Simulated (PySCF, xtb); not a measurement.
[(E)-but-2-enyl]silane (C4H10Si), SMILES [SiH3]C/C=C/C. Other conformers were not sampled.

Harmonic wavenumbers (cm⁻¹) from GFN2-xTB in xtb at its own minimum, in rising order: 66, 108, 135, 173, 275, 308, 466, 506, 558, 699, 765, 776, 790, 792, 803, 948, 1008, 1037, 1057, 1125, 1164, 1205, 1292, 1303, 1405, 1466, 1482, 1491, 1736, 2253, 2259, 2271, 2961, 2981, 2989, 3005, 3035, 3042, 3053.

What does r2SCAN-D4/def2-SVP (PySCF 2.14.0) give at its own minimum? (An estimate is asked for; the answer gives what the named calculation found.)

68, 140, 146, 209, 282, 309, 466, 512, 612, 705, 801, 841, 917, 919, 944, 946, 991, 1044, 1060, 1096, 1168, 1182, 1311, 1313, 1387, 1416, 1448, 1460, 1736, 2209, 2219, 2226, 3015, 3025, 3088, 3091, 3112, 3118, 3134. Paired by order, the mean absolute difference is 40 cm⁻¹ and the zero-point energies are 75.5 and 76.7 kcal/mol.
